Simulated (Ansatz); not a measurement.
Reaction: C2H5Si (SMILES [CH2][Si]C, doublet) → C2H5Si (SMILES [CH]=C[SiH3], doublet)
Each species at its own B3LYP-D3(BJ)/def2-TZVP minimum (Ansatz, a quantum-chemistry and plane-wave program).

Total energies in hartree (Ansatz). UHF or UKS for unpaired electrons; spin-orbit terms are left out. Cores are frozen in correlated methods. No relativity. The UHF reference of C2H5Si ([CH2][Si]C, doublet) is spin-contaminated (<S^2> up to 0.37 over the pure value in the sets run). The UHF reference of C2H5Si ([CH]=C[SiH3], doublet) is spin-contaminated (<S^2> up to 0.17 over the pure value in the sets run).

```tsv
species	HF/cc-pV(T+d)Z	CCSD(T)/cc-pV(T+d)Z	HF/cc-pV(Q+d)Z	CCSD(T)/cc-pV(Q+d)Z	CCSD(T)/cc-pV(D+d)Z	CCSDT(Q)/cc-pV(D+d)Z
1: C2H5Si (SMILES [CH2][Si]C, doublet)	-367.53818	-368.03392	-367.54641	-368.06698	-367.91605	-367.91944
2: C2H5Si (SMILES [CH]=C[SiH3], doublet)	-367.53702	-368.01570	-367.54570	-368.04896	-367.90214	-367.90471
```

Q: Work out the isomerisation energy (electronic) in kcal/mol: take Hartree-Fock from cc-pV(Q+d)Z, extrapolate the CCSD(T) correlation energy as X^-3 (X = 3, 4), and add CCSDT(Q) - CCSD(T) in cc-pV(D+d)Z. 1 hartree = 627.51 kcal/mol.

A: 
Species 1: correlation (64·(-0.52057) - 27·(-0.49574))/37 = -0.53869; step -0.00339; E1 = -367.54641 + (-0.53869) + (-0.00339) = -368.08849
Species 2: correlation (64·(-0.50326) - 27·(-0.47868))/37 = -0.52120; step -0.00257; E2 = -367.54570 + (-0.52120) + (-0.00257) = -368.06947
-1·E1 +1·E2 = 0.01902 hartree = 11.9 kcal/mol.
